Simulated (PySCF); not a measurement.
Bond curve of BiS

Set-up: basis Bi def2-TZVPP with ECP60, S def2-TZVPP; scalar-relativistic core potentials; PySCF 2.14. Energies in eV from Bi + S in their ground configurations at the same level. State: ²Π (doublet), unpaired electrons π ↑.

```csv
R (Å),UHF-CCSD,ωB97X,UHF-CCSD(T),M06-2X
1.976,,-1.983,,-1.010
2.068,-1.744,-2.902,-2.037,-1.931
2.160,-2.266,-3.382,-2.572,-2.424
2.229,-2.468,-3.530,-2.821,-2.590
2.298,-2.528,-3.543,-2.911,-2.627
2.367,-2.485,-3.453,-2.900,-2.575
2.459,-2.315,-3.216,-2.776,-2.449
2.574,-1.989,-2.792,-2.516,-2.250
2.712,-1.522,-2.184,-2.146,-1.972
2.896,,-1.315,,-1.576
```

Problem. Put a parabola through the three lowest points of the ωB97X curve and estimate Re, k and ωe (reduced mass 27.73 u; 1 eV/Å² = 0.16022 mdyn/Å; ωe = 1302.8·√(k/μ) cm⁻¹).

Solution. Through R = 2.229, 2.298, 2.367 Å the second-order coefficient is 10.8 eV/Å², so Re ≈ 2.272 Å, k ≈ 3.47 mdyn/Å and ωe ≈ 461 cm⁻¹. A polynomial fit of higher order to the unrounded ωB97X energies gives Re = 2.270 Å, k = 3.86 mdyn/Å, ωe = 486 cm⁻¹; anharmonicity and rounding make the difference.

The higher-order fit for each curve: ωB97X: Re = 2.270 Å, ωe = 486 cm⁻¹, De = 3.55 eV. UHF-CCSD gave no clean fit. UHF-CCSD(T) gave no clean fit. M06-2X gave no clean fit.

Correlated steps freeze 9 core orbitals. ⟨S²⟩ of the unrestricted solution departs from its pure value on part of the curve, where spin states mix. These are scalar-relativistic numbers at best; spin–orbit coupling would shift them, the dissociation energy most. The state was picked by a PBE0 search and need not be the measured ground state.
